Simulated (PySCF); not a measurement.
C₅H₁₂S₂, SMILES CSCCCSC.

Coordinates come from a PBE0-D3(BJ)/def2-SVP optimisation. The values are those of a single conformer.

Two levels are set side by side: TDA-PBE/def2-SVPD (PySCF) and TDA-CAM-B3LYP/def2-SVPD (PySCF). Vertical, same geometry. The lowest singlet is HOMO→LUMO 99 % with PBE and HOMO→LUMO+1 52 %, HOMO−1→LUMO+2 17 %, HOMO−1→LUMO+6 10 % with the other functional; states are paired by order. Differences are taken from unrounded values.

```
quantity                              TDA-CAM-B3LYP  TDA-PBE  TDA-PBE minus TDA-CAM-B3LYP
------------------------------------  -------------  -------  ---------------------------
lowest singlet excitation (eV)                 5.42     4.67                        -0.75
lowest triplet excitation (TDA) (eV)           4.96     4.45                        -0.51
```

A lower first singlet is the usual sign of a functional without exact exchange. Differences between two approximate levels are no errors against the true value.

Rough cost on one machine, each run with all the roots and properties that it gave: TDA-CAM-B3LYP against TDA-PBE about 5 times.
